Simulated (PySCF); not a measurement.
Computed shifts of a molecule CH7ClOSi2, PySCF with B3LYP/pcSseg-1, GIAO, gas phase, atoms alike by connectivity averaged where their shifts nearly agree, in ppm (number of nuclei): ²⁹Si: -18.0 (1), -74.1 (1). ¹³C: 53.4 (1). ¹H: 5.71 (1), 5.36 (1), 4.27 (1), 4.15 (3), 4.14 (1). References: ²⁹Si against TMS (σ = 338.7 ppm); ¹³C against TMS (σ = 181.3 ppm); ¹⁷O against H2O (σ = 333.8 ppm); ³⁵Cl against HCl (σ = 933.3 ppm); ¹H against TMS (σ = 31.68 ppm), references at their B3LYP-D3(BJ)/def2-TZVP geometries, non-relativistic (without spin–orbit terms, shifts of atoms bonded to Cl or Br come out too high). Coordinates come from a PBE0-D3(BJ)/def2-SVP optimisation. Other conformers were not sampled.

Question: Which molecule gave these data?
A. C[SiH2]O[SiH2]Cl
B. [SiH3]CO[SiH2]Cl
C. [SiH3]OC[SiH2]Cl
D. C[SiH2][Si@@H](O)Cl

Answer: B, [SiH3]CO[SiH2]Cl
